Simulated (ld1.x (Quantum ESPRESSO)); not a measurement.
# PBE PAW dataset for Zn, fully relativistic all-electron reference.

Input for ld1.x (Quantum ESPRESSO) 7.5:

```
&input
   title='Zn', zed=30., rel=2, dft='PBE', iswitch=3,
   config='[Ar] 3d10 4s0 4p0', rel_dist='average',
   nld=5, rlderiv=1.20, eminld=-13.0, emaxld=5.0, deld=0.04
 /
 &inputp
   pseudotype=3, lpaw=.true., tm=.true., lloc=-2, rcloc=0.95,
   nlcc=.true., rcore=0.95,
   which_augfun='BESSEL', rmatch_augfun=0.95,
   file_pseudopw='Zn.UPF', file_wfcaegen='ae.wfc', file_wfcncgen='nc.wfc', file_beta='beta', file_chi='chi', file_wfcusgen='us.wfc'
 /
6
3S  1  0   2.00   0.00  0.90  1.05  0.0
4S  2  0   0.00   0.00  0.90  1.05  0.0
3P  2  1   6.00   0.00  1.00  1.10  0.0
4P  3  1   0.00   0.00  1.00  1.10  0.0
3D  3  2  10.00   0.00  0.90  1.05  0.0
3D  3  2   0.00   1.65  0.90  1.05  0.0
 &test
   configts(1)='3s2 3p6 3d10 4s0 4p0'
 /
```

Command:

```bash
ld1.x < Zn.in > Zn.out
```

Output (shortened: banner, matrices, multipoles, cross overlaps and the repeated all-electron block are left out):

```
Program LD1 v.7.5
     --------------------------- All-electron run ----------------------------

     Zn
     dirac relativistic calculation

     atomic number is 30.00
     dft =PBE   lsd =0 sic =0 latt =0  beta=0.20 tr2=1.0E-14
     Exchange-correlation= PBE
                           (   1   4   3   4   0   0   0)
     mesh =1201 r(mesh) =  99.36527 a.u. xmin = -7.00 dx = 0.01250
     1 Ry =  13.60569312 eV, c = 137.03599908

     n l j   nl                  e(Ry)          e(Ha)          e(eV)
     Spin orbit split results
     1 0 0.5 1S 1( 2.00)      -701.4873      -350.7437     -9544.2211
     2 0 0.5 2S 1( 2.00)       -86.6131       -43.3066     -1178.4315
     2 1 0.5 2P 1( 2.00)       -76.4565       -38.2282     -1040.2431
     2 1 1.5 2P 1( 4.00)       -74.7014       -37.3507     -1016.3650
     3 0 0.5 3S 1( 2.00)       -11.0302        -5.5151      -150.0737
     3 1 0.5 3P 1( 2.00)        -7.8158        -3.9079      -106.3392
     3 1 1.5 3P 1( 4.00)        -7.5913        -3.7956      -103.2849
     3 2 1.5 3D 1( 4.00)        -2.2837        -1.1419       -31.0717
     3 2 2.5 3D 1( 6.00)        -2.2570        -1.1285       -30.7086
     4 0 0.5 4S 1( 0.00)        -1.6925        -0.8462       -23.0272
     4 1 0.5 4P 1( 0.00)        -1.1600        -0.5800       -15.7828
     4 1 1.5 4P 1( 0.00)        -1.1463        -0.5731       -15.5958
     Averaged results
     1 0     1S 1( 2.00)      -701.4873      -350.7437     -9544.2211
     2 0     2S 1( 2.00)       -86.6131       -43.3066     -1178.4315
     2 1     2P 1( 6.00)       -75.2865       -37.6432     -1024.3244
     3 0     3S 1( 2.00)       -11.0302        -5.5151      -150.0737
     3 1     3P 1( 6.00)        -7.6661        -3.8331      -104.3030
     3 2     3D 1(10.00)        -2.2677        -1.1339       -30.8539
     4 0     4S 1( 0.00)        -1.6925        -0.8462       -23.0272
     4 1     4P 1( 0.00)        -1.1509        -0.5754       -15.6581

     final scf error:  8.7E-16 reached in  26 iterations

     Etot =   -3590.089668 Ry,   -1795.044834 Ha,  -48845.658307 eV

     Ekin =    3656.809653 Ry,    1828.404826 Ha,   49753.429944 eV
     Encl =   -8618.701159 Ry,   -4309.350579 Ha, -117263.403088 eV
     Eh   =    1514.084616 Ry,     757.042308 Ha,   20600.170652 eV
     Exc  =    -142.282778 Ry,     -71.141389 Ha,   -1935.855815 eV

     normalization and overlap integrals

     s(1S/1S) =  1.000000  <r> =   0.0503  <r2> =    0.0034  r(max) =   0.0329
     s(2S/2S) =  1.000000  <r> =   0.2259  <r2> =    0.0603  r(max) =   0.1894
     s(2P/2P) =  1.000000  <r> =   0.1959  <r2> =    0.0472  r(max) =   0.1494
     s(2P/2P) =  1.000000  <r> =   0.1993  <r2> =    0.0487  r(max) =   0.1532
     s(3S/3S) =  1.000000  <r> =   0.6816  <r2> =    0.5370  r(max) =   0.5908
     s(3P/3P) =  1.000000  <r> =   0.7066  <r2> =    0.5901  r(max) =   0.5908
     s(3P/3P) =  1.000000  <r> =   0.7174  <r2> =    0.6082  r(max) =   0.5983
     s(3D/3D) =  1.000000  <r> =   0.8764  <r2> =    1.0109  r(max) =   0.5620
     s(3D/3D) =  1.000000  <r> =   0.8830  <r2> =    1.0268  r(max) =   0.5691
     s(4S/4S) =  1.000000  <r> =   2.2178  <r2> =    5.5992  r(max) =   1.8895
     s(4P/4P) =  1.000000  <r> =   2.6770  <r2> =    8.1958  r(max) =   2.2792
     s(4P/4P) =  1.000000  <r> =   2.7060  <r2> =    8.3695  r(max) =   2.3078

     ------------------------ End of All-electron run ------------------------

     --------------------- Generating PAW atomic setup --------------------

      Generating local potential from pseudized AE potential:
      Matching radius rcloc =   0.9500
      Enforcing V''(0)=0 (lloc=-2)

      Local pseudo, rcloc= 0.950 Estimated cut-off energy=    35.19 Ry

      Computing core charge for nlcc:

       r > 0.95 : true rho core
       r < 0.95 : rho core = a sin(br)/r    a=   0.00  b=   3.11

      Integrated core pseudo-charge :   0.00

     Fully relativistic calculation: |psi|^2

     Wfc 3S LC norm =  0.99950311 SC norm =  0.00049459 missing  0.00000231
     Speed at rcutus      1.274 a.u.,  v/c =  0.009298,  (v/c)^2 = -0.00008645

     Wfc 4S LC norm =  0.99994228 SC norm =  0.00005124 missing  0.00000648
     Speed at rcutus      0.682 a.u.,  v/c =  0.004975,  (v/c)^2 =  0.00002475

     Wfc 3P LC norm =  0.99955219 SC norm =  0.00044679 missing  0.00000102
     Speed at rcutus      0.680 a.u.,  v/c =  0.004964,  (v/c)^2 = -0.00002464

     Wfc 3P LC norm =  0.99956288 SC norm =  0.00043212 missing  0.00000500
     Speed at rcutus      0.624 a.u.,  v/c =  0.004555,  (v/c)^2 = -0.00002075

     Wfc 4P LC norm =  0.99995992 SC norm =  0.00003463 missing  0.00000545
     Speed at rcutus      0.464 a.u.,  v/c =  0.003388,  (v/c)^2 =  0.00001148

     Wfc 4P LC norm =  0.99996054 SC norm =  0.00002926 missing  0.00001020
     Speed at rcutus      0.428 a.u.,  v/c =  0.003126,  (v/c)^2 =  0.00000977

     Wfc 3D LC norm =  0.99969901 SC norm =  0.00030087 missing  0.00000012
     Speed at rcutus      1.727 a.u.,  v/c =  0.012602,  (v/c)^2 =  0.00015882

     Wfc 3D LC norm =  0.99970223 SC norm =  0.00028291 missing  0.00001486
     Speed at rcutus      1.736 a.u.,  v/c =  0.012670,  (v/c)^2 =  0.00016053
      Wfc-us  3S rcutus= 1.050  Estimated cut-off energy=    48.19 Ry
      Wfc-us  4S rcutus= 1.050  Estimated cut-off energy=    96.57 Ry
      Wfc-us  3P rcutus= 1.104  Estimated cut-off energy=    68.52 Ry
      Wfc-us  3P rcutus= 1.104  Estimated cut-off energy=    68.35 Ry
      Wfc-us  4P rcutus= 1.104  Estimated cut-off energy=   126.63 Ry
      Wfc-us  4P rcutus= 1.104  Estimated cut-off energy=   125.57 Ry
      Wfc-us  3D rcutus= 1.050  Estimated cut-off energy=   104.46 Ry
      Wfc-us  3D rcutus= 1.050  Estimated cut-off energy=   104.41 Ry
      Wfc-us  3D rcutus= 1.050  Estimated cut-off energy=   163.33 Ry
      Wfc-us  3D rcutus= 1.050  Estimated cut-off energy=   162.04 Ry

     Required augmentation: BESSEL   radius:    0.950000
     Suggested rho cutoff for augmentation: 109.99 Ry

     Estimated PAW energy = -547.874715 Ryd

     ------------------- End of pseudopotential generation -------------------

     Computing logarithmic derivative in   1.19730
     Computing logarithmic derivative in   1.19730
     Computing the partial wave expansion
     R is outside the sphere for l=    0 j= 0.50
     R is outside the sphere for l=    0 j= 0.50
     R is outside the sphere for l=    1 j= 0.50
     R is outside the sphere for l=    1 j= 0.50
     R is outside the sphere for l=    1 j= 1.50
     R is outside the sphere for l=    1 j= 1.50
     R is outside the sphere for l=    2 j= 1.50
     R is outside the sphere for l=    2 j= 1.50
     R is outside the sphere for l=    2 j= 2.50
     R is outside the sphere for l=    2 j= 2.50

     ---------------------- Testing the pseudopotential ----------------------

     Zn
     dirac relativistic calculation

     atomic number is 30.00   valence charge is 20.00
     dft = SLA  PW   PBX  PBC   lsd =0 sic =0 latt =0  beta=0.20 tr2=1.0E-14
     mesh =1201 r(mesh) =  99.36527 xmin = -7.00 dx = 0.01250

     n l  j  nl             e AE (Ry)       e PS (Ry)    De AE-PS (Ry)
     1 0 0.5 3S   1( 2.00)      -11.03022      -11.03023        0.00002
     2 1 0.5 3P   1( 2.00)       -7.81579       -7.81579        0.00001
     2 1 1.5 3P   1( 4.00)       -7.59130       -7.59131        0.00001
     3 2 1.5 3D   1( 4.00)       -2.28373       -2.28372       -0.00001
     3 2 2.5 3D   1( 6.00)       -2.25704       -2.25707        0.00003
     2 0 0.5 4S   1( 0.00)       -1.69247       -1.69245       -0.00001
     3 1 0.5 4P   1( 0.00)       -1.16002       -1.15998       -0.00003
     3 1 1.5 4P   1( 0.00)       -1.14627       -1.14626       -0.00001

     eps = 6.6E-17  iter =  6

     Etot =   -3590.089668 Ry,   -1795.044834 Ha,  -48845.658307 eV
     Etotps =  -547.874642 Ry,    -273.937321 Ha,   -7454.214247 eV

     Ekin =     501.906416 Ry,     250.953208 Ha,    6828.784676 eV
     Encl =   -1281.180361 Ry,    -640.590181 Ha,  -17431.346829 eV
     Ehrt =     373.682315 Ry,     186.841158 Ha,    5084.206906 eV
     Ecxc =    -142.283012 Ry,     -71.141506 Ha,   -1935.858999 eV
     (Ecc =      -0.000239 Ry,      -0.000119 Ha,      -0.003251 eV)

     ---------------------- End of pseudopotential test ----------------------
```

Generation and configuration tests took about 2 s on one core of a shared server CPU.

Transferability test of the new file with ld1.x, input:

```
&input
   title='Zn', zed=30., rel=2, dft='PBE', iswitch=2,
   config='[Ar] 3d10 4s0 4p0', rel_dist='average'
 /
 &test
   file_pseudo='Zn.UPF', nconf=8,
   configts(1)='3s2 3p6 3d10 4s0 4p0',
   configts(2)='3s2 3p6 3d10 4s2 4p0',
   configts(3)='3s2 3p6 3d10 4s1 4p0',
   configts(4)='3s2 3p6 3d9 4s0 4p0',
   configts(5)='3s2 3p6 3d8 4s0 4p0',
   configts(6)='3s2 3p6 3d9 4s2 4p0',
   configts(7)='3s1 3p6 3d10 4s2 4p0',
   configts(8)='3s2 3p5 3d10 4s2 4p0'
 /
```

```bash
ld1.x < Zn.test.in > Zn.test.out
```

Pseudopotential blocks of its output, shortened (energy terms left out):

```
     ---------------------- Testing the pseudopotential ----------------------

     n l  j  nl             e AE (Ry)       e PS (Ry)    De AE-PS (Ry)
     1 0 0.5 3S   1( 2.00)      -11.03022      -11.03023        0.00002
     2 1 0.5 3P   1( 2.00)       -7.81579       -7.81579        0.00001
     2 1 1.5 3P   1( 4.00)       -7.59130       -7.59131        0.00001
     3 2 1.5 3D   1( 4.00)       -2.28373       -2.28372       -0.00001
     3 2 2.5 3D   1( 6.00)       -2.25704       -2.25707        0.00003
     2 0 0.5 4S   1( 0.00)       -1.69247       -1.69245       -0.00001
     3 1 0.5 4P   1( 0.00)       -1.16002       -1.15998       -0.00003
     3 1 1.5 4P   1( 0.00)       -1.14627       -1.14626       -0.00001

     eps = 3.9E-18  iter =  6

     Etot =   -3590.089668 Ry,   -1795.044834 Ha,  -48845.658307 eV
     Etotps =  -547.874642 Ry,    -273.937321 Ha,   -7454.214247 eV

     ---------------------- End of pseudopotential test ----------------------

          ---------------------- Testing the pseudopotential ----------------------

     n l  j  nl             e AE (Ry)       e PS (Ry)    De AE-PS (Ry)
     1 0 0.5 3S   1( 2.00)       -9.49561       -9.49603        0.00042
     2 1 0.5 3P   1( 2.00)       -6.27988       -6.27995        0.00007
     2 1 1.5 3P   1( 4.00)       -6.05464       -6.05471        0.00006
     3 2 1.5 3D   1( 4.00)       -0.76101       -0.76109        0.00008
     3 2 2.5 3D   1( 6.00)       -0.73481       -0.73492        0.00012
     2 0 0.5 4S   1( 2.00)       -0.43938       -0.43943        0.00005
     3 1 0.5 4P   1( 0.00)       -0.08496       -0.08494       -0.00002
     3 1 1.5 4P   1( 0.00)       -0.08061       -0.08060       -0.00001

     eps = 6.1E-15  iter = 12

     Etot =   -3592.171991 Ry,   -1796.085996 Ha,  -48873.989757 eV
     Etotps =  -549.957021 Ry,    -274.978510 Ha,   -7482.546455 eV
     dEtot_ae =      -2.082323 Ry
     dEtot_ps =      -2.082379 Ry,   Delta E=       0.000056 Ry

     ---------------------- End of pseudopotential test ----------------------

          ---------------------- Testing the pseudopotential ----------------------

     n l  j  nl             e AE (Ry)       e PS (Ry)    De AE-PS (Ry)
     1 0 0.5 3S   1( 2.00)      -10.20612      -10.20636        0.00023
     2 1 0.5 3P   1( 2.00)       -6.99119       -6.99124        0.00004
     2 1 1.5 3P   1( 4.00)       -6.76633       -6.76637        0.00004
     3 2 1.5 3D   1( 4.00)       -1.46810       -1.46815        0.00005
     3 2 2.5 3D   1( 6.00)       -1.44170       -1.44179        0.00008
     2 0 0.5 4S   1( 1.00)       -1.02872       -1.02875        0.00003
     3 1 0.5 4P   1( 0.00)       -0.57771       -0.57769       -0.00002
     3 1 1.5 4P   1( 0.00)       -0.56868       -0.56868       -0.00000

     eps = 8.3E-15  iter = 10

     Etot =   -3591.445205 Ry,   -1795.722603 Ha,  -48864.101330 eV
     Etotps =  -549.230194 Ry,    -274.615097 Ha,   -7472.657480 eV
     dEtot_ae =      -1.355537 Ry
     dEtot_ps =      -1.355553 Ry,   Delta E=       0.000015 Ry

     ---------------------- End of pseudopotential test ----------------------

          ---------------------- Testing the pseudopotential ----------------------

     n l  j  nl             e AE (Ry)       e PS (Ry)    De AE-PS (Ry)
     1 0 0.5 3S   1( 2.00)      -12.57096      -12.57086       -0.00010
     2 1 0.5 3P   1( 2.00)       -9.34386       -9.34383       -0.00004
     2 1 1.5 3P   1( 4.00)       -9.11526       -9.11524       -0.00003
     3 2 1.5 3D   1( 3.60)       -3.74477       -3.74482        0.00005
     3 2 2.5 3D   1( 5.40)       -3.71572       -3.71580        0.00009
     2 0 0.5 4S   1( 0.00)       -2.61335       -2.61348        0.00012
     3 1 0.5 4P   1( 0.00)       -1.97212       -1.97208       -0.00004
     3 1 1.5 4P   1( 0.00)       -1.95132       -1.95132       -0.00000

     eps = 7.7E-16  iter = 11

     Etot =   -3587.110496 Ry,   -1793.555248 Ha,  -48805.124606 eV
     Etotps =  -544.895435 Ry,    -272.447717 Ha,   -7413.680068 eV
     dEtot_ae =       2.979172 Ry
     dEtot_ps =       2.979207 Ry,   Delta E=      -0.000035 Ry

     ---------------------- End of pseudopotential test ----------------------

          ---------------------- Testing the pseudopotential ----------------------

     n l  j  nl             e AE (Ry)       e PS (Ry)    De AE-PS (Ry)
     1 0 0.5 3S   1( 2.00)      -14.31291      -14.31269       -0.00022
     2 1 0.5 3P   1( 2.00)      -11.07046      -11.07054        0.00009
     2 1 1.5 3P   1( 4.00)      -10.83613      -10.83622        0.00009
     3 2 1.5 3D   1( 3.20)       -5.40936       -5.40961        0.00026
     3 2 2.5 3D   1( 4.80)       -5.37781       -5.37810        0.00029
     2 0 0.5 4S   1( 0.00)       -3.64162       -3.64274        0.00112
     3 1 0.5 4P   1( 0.00)       -2.90346       -2.90358        0.00011
     3 1 1.5 4P   1( 0.00)       -2.87526       -2.87540        0.00014

     eps = 5.3E-15  iter = 11

     Etot =   -3582.567318 Ry,   -1791.283659 Ha,  -48743.311522 eV
     Etotps =  -540.352098 Ry,    -270.176049 Ha,   -7351.864825 eV
     dEtot_ae =       7.522350 Ry
     dEtot_ps =       7.522544 Ry,   Delta E=      -0.000194 Ry

     ---------------------- End of pseudopotential test ----------------------

          ---------------------- Testing the pseudopotential ----------------------

     n l  j  nl             e AE (Ry)       e PS (Ry)    De AE-PS (Ry)
     1 0 0.5 3S   1( 2.00)      -10.75464      -10.75475        0.00011
     2 1 0.5 3P   1( 2.00)       -7.52856       -7.52844       -0.00012
     2 1 1.5 3P   1( 4.00)       -7.29990       -7.29977       -0.00012
     3 2 1.5 3D   1( 3.60)       -1.95088       -1.95095        0.00007
     3 2 2.5 3D   1( 5.40)       -1.92243       -1.92253        0.00010
     2 0 0.5 4S   1( 2.00)       -1.16792       -1.16791       -0.00002
     3 1 0.5 4P   1( 0.00)       -0.66739       -0.66735       -0.00004
     3 1 1.5 4P   1( 0.00)       -0.65603       -0.65600       -0.00002

     eps = 1.9E-15  iter = 11

     Etot =   -3590.856284 Ry,   -1795.428142 Ha,  -48856.088643 eV
     Etotps =  -548.641202 Ry,    -274.320601 Ha,   -7464.643834 eV
     dEtot_ae =      -0.766616 Ry
     dEtot_ps =      -0.766561 Ry,   Delta E=      -0.000055 Ry

     ---------------------- End of pseudopotential test ----------------------

          ---------------------- Testing the pseudopotential ----------------------

     n l  j  nl             e AE (Ry)       e PS (Ry)    De AE-PS (Ry)
     1 0 0.5 3S   1( 1.00)      -10.84506      -10.84427       -0.00079
     2 1 0.5 3P   1( 2.00)       -7.61840       -7.61829       -0.00011
     2 1 1.5 3P   1( 4.00)       -7.38869       -7.38858       -0.00011
     3 2 1.5 3D   1( 4.00)       -2.02293       -2.02233       -0.00059
     3 2 2.5 3D   1( 6.00)       -1.99409       -1.99352       -0.00056
     2 0 0.5 4S   1( 2.00)       -1.17454       -1.17442       -0.00012
     3 1 0.5 4P   1( 0.00)       -0.66984       -0.66978       -0.00006
     3 1 1.5 4P   1( 0.00)       -0.65830       -0.65827       -0.00003

     eps = 7.0E-16  iter = 15

     Etot =   -3582.026005 Ry,   -1791.013003 Ha,  -48735.946585 eV
     Etotps =  -539.811077 Ry,    -269.905538 Ha,   -7344.503855 eV
     dEtot_ae =       8.063663 Ry
     dEtot_ps =       8.063565 Ry,   Delta E=       0.000098 Ry

     ---------------------- End of pseudopotential test ----------------------

          ---------------------- Testing the pseudopotential ----------------------

     n l  j  nl             e AE (Ry)       e PS (Ry)    De AE-PS (Ry)
     1 0 0.5 3S   1( 2.00)      -10.82958      -10.83015        0.00057
     2 1 0.5 3P   1( 1.67)       -7.60361       -7.60422        0.00061
     2 1 1.5 3P   1( 3.33)       -7.37415       -7.37471        0.00057
     3 2 1.5 3D   1( 4.00)       -2.00856       -2.00843       -0.00013
     3 2 2.5 3D   1( 6.00)       -1.97982       -1.97971       -0.00011
     2 0 0.5 4S   1( 2.00)       -1.17469       -1.17469       -0.00000
     3 1 0.5 4P   1( 0.00)       -0.67016       -0.67013       -0.00002
     3 1 1.5 4P   1( 0.00)       -0.65862       -0.65862       -0.00000

     eps = 2.4E-15  iter = 11

     Etot =   -3585.405400 Ry,   -1792.702700 Ha,  -48781.925594 eV
     Etotps =  -543.190072 Ry,    -271.595036 Ha,   -7390.477433 eV
     dEtot_ae =       4.684268 Ry
     dEtot_ps =       4.684569 Ry,   Delta E=      -0.000301 Ry

     ---------------------- End of pseudopotential test ----------------------
```
